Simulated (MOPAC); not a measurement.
MOPAC input (AM1):

```
AM1 FORCE THERMO(298,298) PRECISE LET GEO-OK AUX(PRECISION=9) THREADS=1
HBr

Br    0.00000000 1    0.00000000 1   -0.03772552 1
H     0.00000000 1   -0.00000000 1    1.38339625 1
```

Task: Which zero-point energy does it print?

Result: 3.49 kcal/mol, from the harmonic wavenumbers of AM1.
